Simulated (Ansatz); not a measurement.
Born–Oppenheimer molecular dynamics of ClH$_{8}$N$_{2}$OPZr (14 atoms, charge 0, multiplicity 1). It starts at the highest image of a converged band, a first-order saddle point between two minima.

Level of theory: RKS PBE/def2-SVP in Ansatz.

```json
{
  "ensemble": "NVE (velocity Verlet)",
  "time step": "0.5 fs",
  "steps asked": "200",
  "starting velocities drawn for": "100 K",
  "seed": "10501"
}
```

First frame:

```xyz
14
Properties=species:S:1:pos:R:3
Zr 0.397 0.137 0.061
N 0.189 -0.137 2.221
H -0.684 -0.090 2.762
H 0.897 -0.617 2.792
O 2.153 -0.618 -0.206
H 2.689 -1.316 -0.613
Cl -0.268 1.537 -1.788
N -1.063 -1.205 -0.397
H -1.249 -2.076 0.114
H -1.691 -1.149 -1.207
P 0.998 2.802 1.557
H 1.886 2.542 0.447
H -0.111 3.140 0.704
H 0.579 1.200 2.077
```

Q: How far do the bonds stretch over the last three quarters of this one trajectory? (Pairs bonded in most of those frames.)

A: 
```
   bond  mean (Å)  spread (Å)  shortest  longest
 Zr1–N2     2.064       0.023      2.03     2.14
 Zr1–O5     1.949       0.016      1.93     1.98
Zr1–Cl7     2.454       0.018      2.42     2.48
 Zr1–N8     2.036       0.008      2.02     2.05
  N2–H3     1.029       0.010      1.01     1.05
  N2–H4     1.029       0.013      1.01     1.05
  O5–H6     0.971       0.007      0.96     0.98
  N8–H9     1.026       0.006      1.02     1.04
 N8–H10     1.027       0.008      1.01     1.04
P11–H12     1.446       0.020      1.41     1.48
P11–H13     1.441       0.003      1.43     1.45
P11–H14     1.450       0.041      1.39     1.53
```

Pairs bonded in part of these frames only: Zr1–P11 47 %, Zr1–H14 10 %.

Mean temperature of the second half: 365 K. The conserved energy stayed within 0.041 meV per atom of its start (net change 0.025 meV per atom), so the integration is sound. The kinetic energy rose, since the run started high on the potential surface and went downhill. It ends in pieces (ClH5N2OZr + H3P), so much of that is their flight and rotation, not heat. A run of 0.1 ps of so small a system gives no equilibrium averages. The orbitals stay closed-shell, which can raise the energy where a bond breaks towards radicals; this wasn't checked here.

The run took 8 min on 4 threads of Arm Neoverse V2 (shared host), peak memory 0.23 GiB.
